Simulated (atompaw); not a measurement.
**Before and after: PAW (atompaw) potential for strontium**

Sr, PAW, made with atompaw 4.2.0.5 (PBE, scalar-relativistic). Core [Kr], reference 4d0 5s2 5p0. Waves: 5s (bound): rc 3.00 bohr; 5s channel at 0.15 Ry: rc 3.00 bohr; 5p (bound, empty): rc 1.65 bohr; 5p channel at 1.1 Ry: rc 3.00 bohr; 4d (bound, empty): rc 2.25 bohr; 4d channel at 3.85 Ry: rc 2.25 bohr. Local part: troulliermartins scheme with l = 3 at 0 Ry, radius 2.05 bohr. Core correction: smooth core density matched at 2.05 bohr. Augmentation charge: besselshape compensation charge, radius 2.80 bohr; PAW radius 3.00 bohr; waves and projectors: custom rrkj gramschmidtortho.

Change: reference 4d0.5 5s1.5 5p0.

Cutoffs: the cutoffs (Ry, on a coarse ladder) from which the occupation-weighted sum of valence levels, in a spherical-Bessel basis at the reference potential, stays within 10 and 1 mRy of its value at 400 Ry; they do not see the model core or the augmentation charge, which bear on the density cutoff.

Q: What does the change do?

A: The potential gets harder (6 Ry and 6 Ry → 10 Ry and 15 Ry); both files keep a bound ghost (p, s).

```csv
quantity,base,changed
"cutoff, loose",6 Ry,10 Ry
"cutoff, tight",6 Ry,15 Ry
bound ghosts,"s, p","s, p"
s: phases at 3.00 bohr within 0.05 rad from the reference energy up to (Ry; the scan ends near 5),2.1,2.2
p: phases at 3.00 bohr within 0.05 rad from the reference energy up to (Ry; the scan ends near 5),2.6,2.6
d: phases at 3.00 bohr within 0.05 rad from the reference energy up to (Ry; the scan ends near 5),to the end of the scan,to the end of the scan
lowest overlap eigenvalue by channel,"s 0.62, p 0.09, d 0.17","s 0.62, p 0.09, d 0.18"
```

Base: The cutoffs count occupied waves only; the empty 5p level needs 15 Ry at the loose tolerance. The 5p radius (1.65 bohr) lies inside the outermost node of the all-electron wave (1.96 bohr), which a nodeless pseudo-wave cannot match soundly. Changed file: The cutoffs count occupied waves only; the empty 5p level needs 15 Ry at the loose tolerance. The 5p radius (1.65 bohr) lies inside the outermost node of the all-electron wave (1.97 bohr), which a nodeless pseudo-wave cannot match soundly. A true bound ghost makes a file unfit for plane-wave use even where its test errors are small: the radial tests pick states by their node count and pass the ghost by. The cutoffs see the waves, projectors and local potential, not the compensation charge or the core.
